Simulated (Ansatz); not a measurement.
Ansatz results at the PBE0-D4/def2-TZVP geometry: size of the dipole moment (ωB97M-V/def2-TZVPP) 1.19 D; ideal-gas entropy at 298 K and 1 bar (rigid rotor, harmonic PBE0-D4/def2-TZVP) 354 J/(mol·K); size of the dipole moment (B3LYP/def2-TZVPP) 1.24 D.

Each molecule was computed in one conformer, which needn't be the lowest.

Task: Which molecule gave them?
A. `[NH2][InH]`•
B. `[CH3][Ga][SH]`•
C. `[Cl][Sb][Cl]`•
D. `O[Si](O)(O)[S]`•

Result: D. The others give `[Cl][Sb][Cl]`•: 2.64, 310, 2.56; `[NH2][InH]`•: 0.90, 283, 0.90; `[CH3][Ga][SH]`•: 1.97, 331, 1.97.

B3LYP here is the variant with VWN-RPA as its local correlation; programs differ in this.
